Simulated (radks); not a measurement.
Problem. The chlorine ion Cl4+, 13 electrons, occupied as [Ne] 3s2 3p1 (the NIST ground configuration). Method: scalar-relativistic Kohn-Sham, r2SCAN, spin-polarised, spherical densities, finite nucleus; open shells are filled with parallel spins first; meta-GGA in the generalised Kohn-Sham scheme; Fermi nuclear charge, rms radius 3.3654 fm; computed with a radial shooting solver on a logarithmic mesh with Libxc functionals. Some entries of the table are withheld. Estimate them.

orbital  occ.  eigenvalue (eV)  r(max) (bohr)  <1/r> (bohr^-1)
1s up       1        -2832.458        0.05948            16.68
1s down     1        -2832.101        0.05948            16.68
2s up       1        -321.8424         0.3605            3.334
2s down     1        -321.6191         0.3607            3.333
2p up       3        -258.9403         0.3010              (1)
2p down     3        -258.5122         0.3013              (2)
3s up       1         -75.4520          1.208            1.019
3s down     1         -72.8776          1.205            1.017
3p up       1         -60.4063          1.274           0.9348
3p down     0         -58.0047          1.271           0.9316
3d up       0         -39.0166          1.338           0.7564
3d down     0         -36.9110          1.333           0.7605
4s up       0         -27.0616          2.941           0.4528

Solution. 
(1) 2p up <1/r> (bohr^-1): 3.221
(2) 2p down <1/r> (bohr^-1): 3.220
